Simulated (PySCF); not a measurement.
Input of a response calculation (the driver script's job line, then coordinates in Å):

```
{"job": {"kind": "uv", "xc": "B3LYP", "basis": "def2-SVPD", "nstates": 8, "ntriplets": 3}, "charge": 0, "multiplicity": 1}
C      2.531295    -0.477574    -0.823964
C      1.330254    -0.684881    -0.313524
C      0.628190     0.268662     0.580897
P      0.023548    -0.608148     2.159745
C     -1.489366    -0.501504     1.057875
C     -0.838471     0.582881     0.188154
C     -1.173812     0.546467    -1.293491
H      3.080988     0.428823    -0.627367
H      3.015964    -1.200562    -1.457575
H      0.805520    -1.608961    -0.522988
H      1.251566     1.148670     0.756294
H     -0.251590     0.604927     2.817864
H     -2.430777    -0.246336     1.542106
H     -1.618213    -1.437853     0.511562
H     -1.095576     1.570659     0.584796
H     -0.570421     1.271946    -1.835285
H     -2.224840     0.786866    -1.443162
H     -0.983019    -0.437765    -1.713588
```

The program printed, after the SCF cycles:

```
converged SCF energy = -576.3224854173

Static polarisability (au): isotropic 97.459, principal 80.228 96.852 115.296

Singlet excitations
state   eV       nm        f      main configurations
  1   5.4078    229.3   0.08305   H->L 0.95
  2   5.8280    212.7   0.02166   H->L+1 0.96
  3   5.9390    208.8   0.01000   H->L+2 0.93
  4   6.4264    192.9   0.03538   H-1->L 0.52, H-1->L+1 0.22, H-1->L+2 0.15
  5   6.5146    190.3   0.00235   H->L+3 0.86
  6   6.6786    185.6   0.01569   H-1->L+1 0.64, H-1->L+2 0.11
  7   6.7170    184.6   0.06296   H->L+4 0.81
  8   6.8395    181.3   0.12305   H->L+5 0.84

Triplet excitations (Tamm-Dancoff, eV): 4.3287 4.6869 5.2239
```

Theory: TDDFT B3LYP/def2-SVPD, vertical, gas phase, core orbitals frozen in the response in PySCF 2.14.0, density-fitted response routines. The structure is a single GFN2-xTB conformer in the gas phase; no vibrational or solvent corrections.

Question: Which orbital energies lie behind H and L?

Answer: HOMO -6.46 eV and LUMO -0.24 eV, a gap of 6.23 eV; state 1 differs from that by -0.82 eV.

Question: What is the total energy of state 8 at this geometry?

Answer: -576.32249 + 0.25135 = -576.07114 hartree.

Question: Give the energy of state 8 in hartree, cm⁻¹ and kJ/mol.

Answer: 0.25135 hartree, 55164 cm⁻¹, 659.9 kJ/mol.

Question: How much of the mean polarisability do the listed states account for?

Answer: The sum over states Σ f/ΔE² (ΔE in hartree) gives 6.70 au, 7% of the total; the rest comes from higher roots of the same response equations.

Question: What is the polarisability anisotropy, √(½[(α1 − α2)² + (α2 − α3)² + (α3 − α1)²])?

Answer: 30.38 au.

Question: Which species is it?

Answer: `C=C[C@@H]1PC[C@@H]1C` (C6H11P), point group C1.

H and L stand for HOMO and LUMO.

The run took 82 s of wall time on an x86-64 server with one thread, no GPU, on a shared host.
